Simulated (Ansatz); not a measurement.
Basis sets compared for Ag₂Se⁻. The state is a doublet with charge -1. Geometry r2SCAN-D4/def2-TZVPD. Ansatz on 4 threads of Arm Neoverse V2 on a shared host; times are rough, and most runs start from earlier orbitals.

```xyz
3

Ag    1.030    0.665   -0.917
Ag   -0.681    0.653    1.205
Se   -0.349   -1.318   -0.288
```

In the def2 sets Ag takes a core potential; there is no spin–orbit coupling. At PBE-D4/def2-SVPD, PBE-D4/def2-TZVPD, PBE0-D4/def2-SVPD, PBE0-D4/def2-TZVPD the highest occupied level of the charge -1 doublet lies above zero (up to 0.58 eV). By energy differences its removal costs 1.54 eV (vertical, to the charge 0 singlet, at PBE-D4/def2-TZVPD); a positive level beside a positive removal energy at the same level points to self-interaction error. The structure comes from a short search, and lower isomers may exist.

| level | functions | energy (Eh) | HOMO (eV) | LUMO (eV) | wall time |
| --- | --- | --- | --- | --- | --- |
| PBE-D4/def2-SVPD | 109 | -2694.9557 | 0.58 | 1.08 | 1.5 s |
| PBE0-D4/def2-SVPD | 109 | -2694.9869 | 0.04 | 1.65 | 3.1 s |

(1) Estimate the rows for PBE-D4/def2-TZVPD, PBE0-D4/def2-TZVPD.

Answers

(1) 
| level | functions | energy (Eh) | HOMO (eV) | LUMO (eV) | wall time |
| --- | --- | --- | --- | --- | --- |
| PBE-D4/def2-TZVPD | 137 | -2695.3237 | 0.58 | 1.09 | 2.4 s |
| PBE0-D4/def2-TZVPD | 137 | -2695.3512 | 0.05 | 1.66 | 4.1 s |
